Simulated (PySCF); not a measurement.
Sn(F)(Me), SMILES [CH3][Sn][F] (PBE0/def2-SVP optimised geometry):

```
6

Sn    -0.459    -1.302     0.000
F      1.507    -1.302     0.000
C     -0.586     0.888     0.000
H     -1.507     1.263    -0.473
H      0.297     1.302    -0.511
H     -0.569     1.247     1.044
```

Method: PBE0/def2-TZVP, def2 effective core potentials past Kr in PySCF.

**Question.** What are the frontier orbital energies and the dipole moment?

**Answer.** HOMO-2 -10.28 eV, HOMO-1 -9.71 eV, HOMO -6.68 eV, LUMO -2.55 eV, LUMO+1 -0.44 eV; dipole moment 2.83 D.
